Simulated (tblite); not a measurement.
C₆H₁₁O (doublet state).
Z-matrix (Å and degrees, GFN2-xTB geometry), rows numbered from 1:
```
C 
C   1  1.4732
O   2  1.4080  1  114.51
C   3  1.4155  2  113.10  1   -69.20
C   4  1.5046  3  109.46  2   179.18
C   5  1.3228  4  121.67  3   125.54
C   5  1.4958  4  114.90  3   -54.94
H   1  1.0714  2  119.89  3   164.24
H   1  1.0721  2  120.01  3   -24.59
H   2  1.1053  1  110.75  3   117.22
H   2  1.1065  1  110.26  3  -125.10
H   4  1.1014  3  109.81  2   -59.44
H   4  1.1033  3  109.52  2    58.79
H   6  1.0769  5  122.09  4    -0.71
H   6  1.0767  5  121.60  4   178.78
H   7  1.0898  5  110.06  4   -63.75
H   7  1.0862  5  111.12  4   175.38
H   7  1.0880  5  109.25  4    54.45
```

Level: GFN2-xTB in tblite, geometry and Hessian alike; calculated harmonic values, unscaled, isolated species. Errors from tens to a few hundred cm⁻¹ against measured bands are possible. One conformer, not necessarily the lowest. Open shells enter through the occupations alone, without spin polarisation, and single modes of such species can be off by tens of per cent.

Harmonic wavenumbers (cm⁻¹): 43.1, 51.3, 126.0, 143.6, 186.2, 190.8, 297.3, 378.9, 420.4, 429.3, 474.3, 531.7, 698.6, 850.3, 894.3, 899.7, 925.5, 952.9, 982.2, 1032.7, 1047.9, 1059.6, 1081.5, 1134.6, 1190.0, 1202.1, 1279.6, 1314.7, 1330.9, 1375.8, 1389.9, 1419.8, 1422.0, 1468.1, 1477.2, 1484.0, 1732.9, 2764.6, 2804.4, 2820.7, 2863.5, 3002.9, 3034.7, 3051.2, 3103.5, 3128.0, 3139.8, 3190.3.

A = 5944, B = 1349, C = 1231 MHz; mass 99.081 u (most abundant isotopes); point group C1, symmetry number 1; spin multiplicity 2.

Question: Zero-point energy?

Answer: Half the sum of the wavenumbers: 32912 cm⁻¹ = 94.10 kcal/mol.

Question: Entropy at 500 K, 1 bar (ideal gas, RRHO, classical rotation)?

Answer: Translation 42.29, rotation 29.42, vibration 45.39, spin (R ln 2) 1.38: S = 118.5 cal/(mol K).

Question: And Cp and H(500 K) − H(0)?

Answer: Cp = 51.59 cal/(mol K), of which vibrations give 43.64 (their classical limit is 48 R = 95.4); H(500 K) − H(0) = 15.31 kcal/mol without the zero-point energy, 11.33 from vibrations.

Question: Which modes carry the vibrational entropy at 500 K?

Answer: 43.1 cm⁻¹: 6.14; 51.3 cm⁻¹: 5.79; 126.0 cm⁻¹: 4.01; 143.6 cm⁻¹: 3.76; 186.2 cm⁻¹: 3.25; 190.8 cm⁻¹: 3.20 cal/(mol K); the other 42 give 19.24 together.

Question: How do the functions run with temperature in this model?

Answer: 
| T (K) | S (cal/(mol K)) | Cp (cal/(mol K)) | H − H(0) (kcal/mol) | G − H(0) (kcal/mol) | ln q(vib) |
| --- | --- | --- | --- | --- | --- |
| 100 | 69.1 | 18.2 | 1.30 | -5.61 | 1.90 |
| 200 | 84.3 | 26.3 | 3.54 | -13.32 | 4.41 |
| 300 | 96.6 | 34.9 | 6.59 | -22.38 | 6.81 |
| 800 | 146.7 | 68.5 | 33.54 | -83.84 | 18.08 |
| 1000 | 162.9 | 76.1 | 48.03 | -114.83 | 22.24 |

q(vib) and H(0) count from the zero-point level.

Question: What must be added to the electronic energy to get the Gibbs energy at 500 K and 1 bar?

Answer: ZPE + [H(500 K) − H(0)] − T·S = 94.10 + 15.31 − 59.24 = 50.17 kcal/mol.

Question: Blend soft modes into free rotors: weight 1/[1 + (100 cm⁻¹/ν̃)⁴] for the oscillator and the rest for a rotor with moment μB/(μ + B), μ = h/(8π²ν), B = 10⁻⁴⁴ kg m². What vibrational entropy results?

Answer: 41.42 cal/(mol K) in place of 45.39, which changes −T·S at 500 K by +1.99 kcal/mol.

Hindered rotation and anharmonicity are outside this model. Other conformers, if any are populated, would add a mixing term that is left out. The structure is chiral; the term R ln 2 for an equal mix with its mirror image is left out.
